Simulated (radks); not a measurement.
Species: the platinum ion Pt49+. Configuration: [Ar] 3d10 4s0.75 4f0.25 (fractional occupations, a model configuration). All-electron calculation, scalar-relativistic Kohn-Sham, LDA (Slater exchange, Perdew-Wang correlation), spin-unpolarised, spherical densities, finite nucleus; Fermi nuclear charge, rms radius 5.427 fm. Program: a radial shooting solver on a logarithmic mesh with Libxc functionals.

Radial electron density D(r) = 4 pi r^2 rho(r):

```
   r/bohr * D(r) (the largest magnitude, 142, reaches the edge; | marks zero)
 0.001663 |       *
  0.00186 |        *
 0.002097 |          *
 0.002365 |            *
 0.002666 |              *
 0.003006 |                *
 0.003389 |                  *
 0.003791 |                     *
 0.004274 |                        *
 0.004819 |                          *
 0.005434 |                             *
 0.006127 |                                *
 0.006908 |                                   *
 0.007726 |                                     *
 0.008711 |                                       *
 0.009822 |                                        *
  0.01107 |                                         *
  0.01249 |                                        *
  0.01397 |                                        *
  0.01575 |                                      *
  0.01775 |                                     *
  0.02002 |                                    *
  0.02257 |                                   *
  0.02545 |                                    *
  0.02846 |                                      *
  0.03209 |                                         *
  0.03618 |                                             *
   0.0408 |                                                 *
    0.046 |                                                    *
  0.05186 |                                                      *
  0.05801 |                                                     *
  0.06541 |                                                  *
  0.07375 |                                              *
  0.08315 |                                          *
  0.09375 |                                        *
   0.1049 |                                        *
   0.1182 |                                          *
   0.1333 |                                            *
   0.1503 |                                              *
   0.1695 |                                            *
   0.1911 |                                      *
   0.2137 |                             *
    0.241 |                    *
   0.2717 |            *
   0.3063 |       *
   0.3454 |   *
   0.3894 | *
   0.4356 |*
   0.4911 |*
   0.5537 *
   0.6243 *
   0.7039 *
   0.7936 *
   0.8877 *
    1.001 *
```

D(r) has 3 maxima, at r = 0.0114, 0.0531, 0.149 bohr, and minima at 0.0226, 0.0992 bohr, inside which lie 1.91, 11.16 electrons.
